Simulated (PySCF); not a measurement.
Molecule: SMILES CC(=O)CC(C)(C)C (C7H14O). Atoms near the plane z = 0.0 Å, at the GFN2-xTB optimised geometry (x, y, z in Å): C1 (1.8, 1.6, 0.6), C4 (0.5, -0.4, 0.0), C5 (-1.1, -0.4, 0.0), C8 (-1.6, 1.0, 0.0), H10 (1.2, 2.2, 0.0), H11 (2.7, 1.3, 0.0), H12 (0.8, -0.1, -1.0), H13 (0.8, -1.5, 0.2), H20 (-1.3, 1.5, 0.9), H21 (-1.2, 1.6, -0.9), H22 (-2.7, 1.0, -0.1).

Method: CAM-B3LYP/def2-SVP in PySCF. Cells within 0.4 Å of a nucleus heavier than hydrogen are left out (blank, or x). The values are rescaled to run from 0 to 1.

```
|0000000000000000000000000000000|
|0000000000000000000000000000000|
|0000000000000000000000000000000|
|0000000000000000000000000000000|
|0000000000000000111110000000000|
|0000000000000001122211000000000|
|0000000000000011247642110000000|
|0000000000000012499995321100000|
|0000000011221112699999842110000|
|0000011237985222599999997321000|
|0000136999999633499999999831100|
|0001289999x99944469999999941100|
|0001399999xx9965689999999931100|
|0001289999x99988999999999521100|
|0001137999999999999996443211100|
|0000112369999999999985322111000|
|00000112599xx999xx9974221110000|
|00000112599xx999xx9963211100000|
|0000011249999999999942111000000|
|0000001136999999999941100000000|
|0000000124566546999941100000000|
|0000000012232223899731000000000|
|0000000000111111355311000000000|
|0000000000011111122110000000000|
|0000000000000000011000000000000|
|0000000000000000000000000000000|
|0000000000000000000000000000000|
|0000000000000000000000000000000|
|0000000000000000000000000000000|
|0000000000000000000000000000000|
|0000000000000000000000000000000|
```
Scale: ten equal steps from 0.000 (start of '0') to 1.00 (end of '9'), in the order '0123456789'; x runs from -5.00 to 5.00, y from -5.00 (bottom) to 5.00 (top).

Which quantity is mapped?
(A) an orbital amplitude
(B) log10 of the electron density
(C) electron localisation function
(D) electrostatic potential

D, electrostatic potential. In full: electrostatic potential (hartree/e), clipped to [-0.08, 0.12].
